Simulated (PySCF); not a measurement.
Bond stretch in SMILES [Be]([F])[F] (BeF₂). The Be1–F3 bond (Be1 also carries F; F3 carries nothing else) is stretched with both fragments frozen at the PBE0/def2-TZVP optimised geometry.

- UHF/cc-pVDZ (PySCF)
- RHF/cc-pVDZ (PySCF)
- UKS-TPSSh = PySCF with unrestricted TPSSh/cc-pVDZ
- RKS-TPSSh = PySCF with restricted TPSSh/cc-pVDZ
- UKS-B3LYP = unrestricted B3LYP/cc-pVDZ run with PySCF
- RKS-B3LYP = restricted B3LYP/cc-pVDZ in PySCF
- UKS-BHandHLYP = unrestricted BHandHLYP/cc-pVDZ (PySCF 2.14.0)
- RKS-BHandHLYP = PySCF 2.14.0 with restricted BHandHLYP/cc-pVDZ

Scanned distances (Å): 1.05, 1.10, 1.16, 1.25, 1.31, 1.35, 1.38, 1.42, 1.45, 1.51, 1.61, 1.71, 1.86, 2.05, 2.26, 2.49, 2.75, 3.02, 3.39, 3.74, 4.12, 4.78.

Q: Where does the unrestricted solution first break spin symmetry (<S²> of 0.01 or more)?

A: UHF: between 2.05 and 2.26 Å; UKS-TPSSh: between 2.49 and 2.75 Å; UKS-B3LYP: between 2.49 and 2.75 Å; UKS-BHandHLYP: between 2.26 and 2.49 Å.

```
R / Å  <S²> UHF  E(RHF) − E(UHF) / eV  <S²> UKS-TPSSh  E(RKS-TPSSh) − E(UKS-TPSSh) / eV  <S²> UKS-B3LYP  E(RKS-B3LYP) − E(UKS-B3LYP) / eV  <S²> UKS-BHandHLYP  E(RKS-BHandHLYP) − E(UKS-BHandHLYP) / eV
-----  --------  --------------------  --------------  --------------------------------  --------------  --------------------------------  ------------------  ----------------------------------------
1.05       0.00                 0.000            0.00                             0.000            0.00                             0.000                0.00                                     0.000
1.10       0.00                 0.000            0.00                             0.000            0.00                             0.000                0.00                                     0.000
1.16       0.00                 0.000            0.00                             0.000            0.00                             0.000                0.00                                     0.000
1.25       0.00                 0.000            0.00                             0.000            0.00                             0.000                0.00                                     0.000
1.31       0.00                 0.000            0.00                             0.000            0.00                             0.000                0.00                                     0.000
1.35       0.00                 0.000            0.00                             0.000            0.00                             0.000                0.00                                     0.000
1.38       0.00                 0.000            0.00                             0.000            0.00                             0.000                0.00                                     0.000
1.42       0.00                 0.000            0.00                             0.000            0.00                             0.000                0.00                                     0.000
1.45       0.00                 0.000            0.00                             0.000            0.00                             0.000                0.00                                     0.000
1.51       0.00                 0.000            0.00                             0.000            0.00                             0.000                0.00                                     0.000
1.61       0.00                 0.000            0.00                             0.000            0.00                             0.000                0.00                                     0.000
1.71       0.00                 0.000            0.00                             0.000            0.00                             0.000                0.00                                     0.000
1.86       0.00                 0.000            0.00                             0.000            0.00                             0.000                0.00                                     0.000
2.05       0.00                 0.000            0.00                             0.000            0.00                             0.000                0.00                                     0.000
2.26       0.17                 0.010            0.00                             0.000            0.00                             0.000                0.00                                     0.000
2.49       0.70                 0.522            0.00                             0.000            0.00                             0.000                0.17                                     0.024
2.75       0.87                 1.323            0.31                             0.097            0.30                             0.078                0.52                                     0.293
3.02       0.95                 2.118            0.50                             0.302            0.52                             0.289                0.71                                     0.688
3.39       0.98                 3.049            0.65                             0.587            0.68                             0.604                0.87                                     1.235
3.74       1.00                 3.754            0.75                             0.819            0.77                             0.862                0.94                                     1.689
4.12       1.00                 4.356            0.81                             1.015            0.83                             1.082                0.98                                     2.090
4.78       1.00                 5.090            0.86                             1.237            0.88                             1.340                1.00                                     2.576
```
